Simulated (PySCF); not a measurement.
Molecule: sum formula Si2N2H9, charge 1, multiplicity 1. It need not be the lowest isomer of its formula. SMILES: [NH3+][SiH2]N[SiH3]
Structure (B3LYP-D3(BJ)/def2-TZVP (Ansatz) minimum search):
```xyz
13

N      2.2345    -0.0077    -0.2829
Si     0.7461     0.4229     0.8691
N     -0.5528    -0.5297     0.4015
Si    -1.7754    -0.1630    -0.8324
H      2.4859    -0.9963    -0.2219
H      2.0127     0.1825    -1.2623
H      3.0721     0.5331    -0.0540
H      0.6191     1.8478     0.5499
H      1.3315     0.0852     2.1713
H     -0.7141    -1.3715     0.9430
H     -1.2293     1.0294    -1.5161
H     -1.8655    -1.3074    -1.7574
H     -3.0730     0.1203    -0.1969
```
Charge +1, spin multiplicity 1.

Dispersion corrections to the total energy (kcal/mol) from the dftd3 and dftd4 libraries through PySCF: D3(BJ) without and D4 with the three-body term, each with the damping fitted for the functional named.

```tsv
functional	D3(BJ)	D4
B2PLYP	-5.58	…
r2SCAN	…	-1.36
revPBE	-16.04	-16.24
HF	-50.05	-18.93
LC-wPBE	-6.43	-6.12
BHLYP	-9.36	…
BLYP	-14.10	-11.97
```

Fill in the missing entries.


- B2PLYP, D4: -3.83
- r2SCAN, D3(BJ): -1.91
- BHLYP, D4: -6.87
